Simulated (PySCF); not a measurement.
Spin states of TeF

Unrestricted PBE0; basis Te cc-pVTZ-PP with ECP28, F cc-pVTZ; scalar-relativistic core potentials; PySCF 2.14. Outer shells of the fragments: Te 4d10 5s2 5p4; F 2s2 2p5.

Followed along the bond (rough minima from three points):

```json
{"2Ms+1": "2", "unpaired": "π ↑", "⟨S²⟩ at the start": "0.75", "R at minimum (Å)": "1.92", "Te (eV)": "0.00"}
{"2Ms+1": "4", "unpaired": "σ ↑, π ↑↑", "⟨S²⟩ at the start": "3.75", "R at minimum (Å)": "none in the scan", "Te (eV)": "≤ 1.26"}
```

Solutions found at the starting distance of 1.935 Å, counted from the lowest of them; the search is not exhaustive and high or unbound solutions are not listed, so other states can lie among these:

```json
{"2Ms+1": "2", "unpaired": "π ↑", "term": "²Π", "E (eV)": "0.00", "⟨S²⟩": "0.75", "⟨Lz²⟩": "1.01", "μ (D)": "-2.14"}
{"2Ms+1": "4", "unpaired": "σ ↑, π ↑↑", "term": "⁴Σ⁻", "E (eV)": "1.46", "⟨S²⟩": "3.75", "⟨Lz²⟩": "0.00", "μ (D)": "-2.05"}
{"2Ms+1": "2", "unpaired": "σ ↑, π ↑↓", "term": "mixed", "E (eV)": "2.10", "⟨S²⟩": "1.76", "⟨Lz²⟩": "2.03", "μ (D)": "-1.94"}
{"2Ms+1": "2", "unpaired": "σ ↓, π ↑↑", "term": "mixed", "E (eV)": "2.11", "⟨S²⟩": "1.76", "⟨Lz²⟩": "0.00", "μ (D)": "-1.91"}
{"2Ms+1": "2", "unpaired": "σ ↑", "term": "mixed", "E (eV)": "3.11", "⟨S²⟩": "0.75", "⟨Lz²⟩": "2.01", "μ (D)": "-1.79"}
{"2Ms+1": "2", "unpaired": "π ↑", "term": "²Π", "E (eV)": "5.89", "⟨S²⟩": "0.76", "⟨Lz²⟩": "1.01", "μ (D)": "-1.59"}
{"2Ms+1": "4", "unpaired": "σ ↑↑, π ↑", "term": "⁴Π", "E (eV)": "6.52", "⟨S²⟩": "3.76", "⟨Lz²⟩": "1.01", "μ (D)": "0.52"}
{"2Ms+1": "4", "unpaired": "σ ↑, π ↑↑", "term": "mixed", "E (eV)": "6.75", "⟨S²⟩": "3.76", "⟨Lz²⟩": "2.02", "μ (D)": "2.45"}
```

A term symbol is given only where ⟨S²⟩ and ⟨Lz²⟩ are close to those of a pure state; real π, δ and φ orbitals otherwise mix terms. A positive dipole means Te(−)F(+).

Spin–orbit coupling is left out. Counting both spins, an empty level lies below a filled one in some of these solutions, because spin and occupation are held.
